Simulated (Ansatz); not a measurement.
`C[C](C)(C)[Sn]([Cl])([Cl])[Cl]` → `CC(C)[CH2][Sn]([Cl])([Cl])[Cl]`  (isomerisation)

Isolated molecules relaxed with PBE0-D4/def2-TZVP in Ansatz; ΔE leaves out vibrations. CBS: MP2 limit from def2 TZ/QZ plus the TZ coupled-cluster correction, frozen cores. DFT in def2-TZVPP. HSE06 is defined as in plane-wave codes. def2 core potentials past Kr. For Sn outer-core shells are correlated without core-valence functions, which leaves a few kJ/mol of doubt a bond. Each species was taken in one conformer, which may not be the lowest.

`C[C](C)(C)[Sn]([Cl])([Cl])[Cl]`:

```xyz
17

C     1.082   -1.168    0.314
C    -0.098   -0.232    0.110
C    -1.105   -0.806   -0.874
C    -0.755    0.138    1.430
Sn    0.676    1.596   -0.757
Cl    2.229    2.631    0.621
Cl    1.735    1.223   -2.787
Cl   -0.997    3.153   -1.157
H     0.720   -2.106    0.753
H     1.825   -0.750    0.998
H     1.578   -1.415   -0.627
H    -1.942   -0.126   -1.050
H    -1.515   -1.735   -0.461
H    -0.647   -1.047   -1.837
H    -1.157   -0.770    1.895
H    -1.586    0.835    1.296
H    -0.044    0.580    2.133
```

`CC(C)[CH2][Sn]([Cl])([Cl])[Cl]`:

```xyz
17

C    -1.533    0.690    1.347
C    -0.471   -0.102    0.594
C    -1.105   -1.013   -0.446
C     0.528    0.864   -0.033
Sn    2.162   -0.108   -1.000
Cl    4.083    1.183   -0.966
Cl    1.776   -0.615   -3.225
Cl    2.701   -2.107    0.038
H    -2.240    0.018    1.838
H    -1.088    1.330    2.113
H    -2.099    1.329    0.662
H     0.063   -0.728    1.318
H    -1.614   -0.429   -1.219
H    -0.369   -1.652   -0.942
H    -1.843   -1.672    0.016
H     0.061    1.486   -0.802
H     0.987    1.525    0.706
```

```csv
level,ΔE (kJ/mol),difference from CCSD(T)/CBS
PBE0-D4,0.7,-1.4
r2SCAN0-D4,-0.1,-2.2
HSE06-D4,0.9,-1.2
CAM-B3LYP-D4,-1.1,-3.2
B2PLYP,-0.7,-2.8
PBE-QIDH,-0.9,-3.0
r2SCAN0,-1.2,-3.3
HF/def2-SVP,-5.6,-7.7
CCSD/def2-SVP,3.5,1.4
CCSD(T)/def2-SVP,5.6,3.5
CCSD(T)/CBS,2.1,0
```

Largest T1 diagnostic among the species: 0.011.

Leaving LDA and LC-ωPBE aside and taking each functional with its dispersion term where it has one, the values, not all of them listed here, spread over 6.7 kJ/mol, from ωB97X-V to BLYP-D4. LDA lies +3.7 kJ/mol from PBE without D4. From BLYP to BHLYP (50 % exact exchange), in def2-TZVPP and without D4, ΔE moves by −5.0 kJ/mol. In def2-TZVPP, CCSD(T) changes the Hartree–Fock value by +12.1 kJ/mol (the triples alone add +2.4 kJ/mol) and MP2 by +16.2 kJ/mol.

CCSD(T)/CBS has its own doubt, a few kJ/mol and more with outer-core shells, so smaller differences from it don't rank the levels.
